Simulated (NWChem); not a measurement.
Ca

All runs: NWChem. Pople sets run with spherical d functions. Ions are spin-unrestricted doublets at the neutral geometry; other ion states weren't tried.

**Question.** Predict the results for PBE/6-31+G*. Quantities: vertical ionisation energy, ΔSCF (eV); −ε(HOMO) (eV).

**Answer.** 
```
Property                               Value
-------------------------------------  -----
vertical ionisation energy, ΔSCF (eV)   6.11
−ε(HOMO) (eV)                           3.78
```
